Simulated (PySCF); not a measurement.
Compound: InEt2I, C4H10IIn.
Z-matrix (Å and degrees, PBE0-D3(BJ)/def2-SVP geometry), rows numbered from 1:
```
In
C   1  2.1696
C   2  1.5223  1  113.80
H   2  1.1017  1  108.02  3  -125.16
H   2  1.1034  1  104.83  3   121.44
H   3  1.1031  2  111.31  1   175.53
H   3  1.1015  2  112.09  1   -64.60
H   3  1.1014  2  111.67  1    55.35
C   1  2.1703  2  139.08  3   140.23
C   9  1.5209  1  114.63  2   152.65
H   9  1.1022  1  107.16  2    27.55
H   9  1.1039  1  104.87  2   -85.18
H  10  1.1033  9  111.27  1   175.99
H  10  1.1011  9  112.09  1   -64.08
H  10  1.1008  9  111.78  1    55.80
I   1  2.7309  2  109.59  3   -39.12
```

Method: TDDFT CAM-B3LYP/def2-SVPD, vertical, gas phase, core orbitals frozen in the response, def2 core potentials past Kr (PySCF). Spin–orbit coupling is left out.

Kohn–Sham orbitals with the atoms that hold most of them (Löwdin shares over 4%, at most four atoms; ? is withheld):

```tsv
orbital	ε (eV)	atoms
LUMO+2	0.80	In1 42%, I16 33%, C9 6%, C2 5%
LUMO+1	-0.14	In1 54%, I16 11%, C9 8%, C2 8%
LUMO	-0.60	?
HOMO	-8.04	I16 67%, C2 8%, In1 8%, C9 8%
HOMO-1	-8.35	?
HOMO-2	-8.73	I16 24%, C2 19%, In1 15%, C9 14%
HOMO-3	-8.78	I16 55%, In1 18%, C9 12%, C2 6%
```

Task: Give the leading atoms of the HOMO-1.

Result: I16 (bonded to In) 90%; In1 (bonded to 2 C and I) 8%.

Task: Which atoms hold the LUMO, and with what shares?

Result: In1 (bonded to 2 C and I) 58%; I16 (bonded to In) 14%; C9 (bonded to C, In and 2 H) 8%; C2 (bonded to C, In and 2 H) 8%. By element: indium 58%, carbon 16% or more, iodine 14%.

Task: The HOMO–LUMO gap is 7.44 eV. Where does the response calculation put the lowest singlet, and from which orbitals?

Result: S1 is at 4.36 eV (f = 0.0000), 3.08 eV below the gap, made of HOMO→LUMO (89%), HOMO-2→LUMO (9%). Without the coupling terms of the response equations the lowest excitation would equal the gap.

Task: Give energy, strength and leading configuration of S1, S2, S3, S5 and S6, and follow the Löwdin shares of the leading atoms from the occupied to the empty orbital.

Result: 
- S1 (4.36 eV, f 0.0000), HOMO→LUMO (89%): I16 67% → 14%, C2 8% → 8%, In1 8% → 58%
- S2 (4.98 eV, f 0.0028), HOMO-2→LUMO (70%): I16 24% → 14%, C2 19% → 8%, In1 15% → 58%
- S3 (5.06 eV, f 0.018), HOMO-1→LUMO (72%): I16 90% → 14%, In1 8% → 58%
- S5 (5.20 eV, f 0.087), HOMO→LUMO+1 (71%): I16 67% → 11%, C2 8% → 8%, In1 8% → 54%
- S6 (5.38 eV, f 0.037), HOMO-1→LUMO+1 (74%): I16 90% → 11%, In1 8% → 54%

Löwdin shares depend on the basis, the more so with diffuse functions.

One conformer stands for the species.
